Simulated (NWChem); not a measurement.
# SiNH4OCl; SMILES N[SiH](Cl)O

```xyz
8

Si    -0.0771    -0.5332    -0.4050
N      1.2501    -1.3414     0.2814
O     -1.4318    -1.0303     0.4008
Cl    -0.0555     1.5508    -0.2187
H     -0.0776    -0.8004    -1.8628
H      2.1148    -1.4568    -0.2324
H      1.3858    -1.3853     1.2846
H     -2.1190    -0.3650     0.5037
```
Atoms are numbered in this order, from 1.

Results from NWChem. Geometry optimised at PBE0/def2-SVP; all other runs use it. 

```json
[
 {"quantity": "−ε(HOMO) (eV)", "level": "PBE0/def2-SVP", "value": "7.76"},
 {"quantity": "vertical, lowest excitation, singlet (eV)", "level": "PBE0/def2-SVPD, TDA", "value": "7.08"},
 {"quantity": "solvation free energy (kcal/mol) in water", "level": "PBE0/def2-SVP, SMD", "value": "…"},
 {"quantity": "isotropic polarisability (bohr³), static", "level": "PBE0/def2-SVPD", "value": "52.0"},
 {"quantity": "dipole (D)", "level": "PBE0/def2-SVP", "value": "…"},
 {"quantity": "highest harmonic frequency (cm⁻¹)", "level": "PBE0/def2-SVP", "value": "…"}
]
```

### Question
What belongs in the gaps?

### Answer

- solvation free energy (kcal/mol) in water, value: -5.9
- dipole (D), value: 1.04
- highest harmonic frequency (cm⁻¹), value: 3933
